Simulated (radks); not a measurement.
Coulomb parameter of the 5d shell of neutral platinum in the model configuration [Xe] 4f14 5d9 6s1, as a second difference U = [E(n + 0.25) + E(n - 0.25) - 2 E(n)] / (0.25)^2 with all orbitals relaxed. "Bare": the charge of the atom changes with n. "Screened": the 6s shell takes up the change at fixed total charge, which measures U(5d,5d) + U(6s,6s) - 2 U(5d,6s). All-electron calculation, Dirac Kohn-Sham, BLYP, spin-unpolarised, spherical densities, point nucleus; open shells are shared between the two j in proportion to 2j + 1. Program: a radial shooting solver on a logarithmic mesh with Libxc functionals.

start: configuration [Xe] 4f14 5d9 6s1; E - E(n) (eV) 0.000
bare +0.25: configuration [Xe] 4f14 5d9.25 6s1; E - E(n) (eV) -1.232
bare -0.25: configuration [Xe] 4f14 5d8.75 6s1; E - E(n) (eV) 1.814
screened +0.25: configuration [Xe] 4f14 5d9.25 6s0.75; E - E(n) (eV) -0.069
screened -0.25: configuration [Xe] 4f14 5d8.75 6s1.25; E - E(n) (eV) 0.131

U(bare) = 9.309 eV, U(screened by 6s) = 0.988 eV. The step up makes a negative ion, whose loosely bound charge lowers the bare value.
